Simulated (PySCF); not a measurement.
**I (iodine, neutral) across methods**

[Kr] 4d10 5s1 5p6, 2S determinant (an excited configuration). Calculation: PySCF 2.14, in x2c-QZVPPall with one added diffuse shell each of s, p, d, f type (14s10p8d5f1g, 128 functions); the spin-free X2C one-electron Hamiltonian (Gaussian nucleus).

| method | E (hartree) | mean ε 5s α (eV) | mean ε 5p α (eV) | mean ε 5p β (eV) | Σ⟨r²⟩ (bohr²) | ⟨S²⟩ |
| --- | --- | --- | --- | --- | --- | --- |
| UHF | -7112.28685 | -26.608 | -12.462 | -9.583 | 64.38 | 0.783 |
| LDA | -7108.79 | -18.689 | -8.036 | -7.485 | 62.68 | 0.752 |
| PBE | -7114.86 | -18.489 | -7.928 | -7.302 | 62.87 | 0.752 |
| r2SCAN | -7115.28 | -19.322 | -8.360 | -7.464 | 62.74 | 0.757 |
| PBE0 | -7114.92 | -20.716 | -9.247 | -8.154 | 62.85 | 0.755 |
